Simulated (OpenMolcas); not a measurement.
Computed levels of 5d5 in ions with 73 electrons, in cm-1 above 6S 5/2.

| Quantity | Value |
| --- | --- |
| Program | OpenMolcas |
| Method | SS-CASPT2, IPEA 0.25 Eh, imaginary shift 0.1 Eh |
| Basis | ANO-R2 |
| Scalar Hamiltonian | X2C, finite nucleus |
| Spin-orbit coupling | RASSI with atomic mean-field integrals over the reference wave functions, term energies averaged over their components |

Active space for each ion: 5 electrons in 5 orbitals (5d); closed shells correlated by CASPT2: 5s 5p.

```
  Level   Os3+   Ir4+   Au6+
 4G 7/2  21550  23880  27840
4G 11/2  22660  25290  29940
 4G 9/2  23350  26230  31530
 4P 1/2  24830  27950  33580
 4D 7/2  27320  31110  38330
 4D 1/2  30890  35550  44800
2I 11/2  33020  37090  45090
 4F 3/2  35390  39850  48440
2I 13/2  35980  40710  50050
```

Estimate 4G 7/2, 4G 11/2 for Pt5+ from its neighbours Ir4+ and Au6+.

4G 7/2 is another term, which grows about linearly with the charge: (23880 + 27840) / 2 = 25860. The calculation gives 25870, so the estimate is off by 0 %.
4G 11/2 is another term, which grows about linearly with the charge: (25290 + 29940) / 2 = 27615. The calculation gives 27620, so the estimate is off by 0 %.

Mixed levels, with the weight of the term that names them: Os3+ 4G 7/2 (68 %), Os3+ 4P 1/2 (60 %), Os3+ 4D 7/2 (71 %), Os3+ 4D 1/2 (64 %), Os3+ 4F 3/2 (50 %), Ir4+ 4G 7/2 (64 %), Ir4+ 4P 1/2 (59 %), Ir4+ 4D 7/2 (66 %), Ir4+ 4D 1/2 (65 %), Ir4+ 2I 11/2 (74 %), Ir4+ 4F 3/2 (52 %), Pt5+ 4G 7/2 (60 %), Pt5+ 4P 1/2 (59 %), Pt5+ 4D 7/2 (61 %), Pt5+ 4D 1/2 (66 %), Pt5+ 2I 11/2 (71 %), Pt5+ 4F 3/2 (54 %), Au6+ 4G 7/2 (56 %), Au6+ 4G 11/2 (72 %), Au6+ 4P 1/2 (59 %), Au6+ 4D 7/2 (54 %), Au6+ 4D 1/2 (67 %), Au6+ 2I 11/2 (69 %), Au6+ 4F 3/2 (54 %).

Term energies are means over components that CASPT2 splits; among the terms shown or strongly mixed into the levels shown the widest spread is 300 cm-1 (5d5 2I, Pt5+). Only configurations of the active space appear.
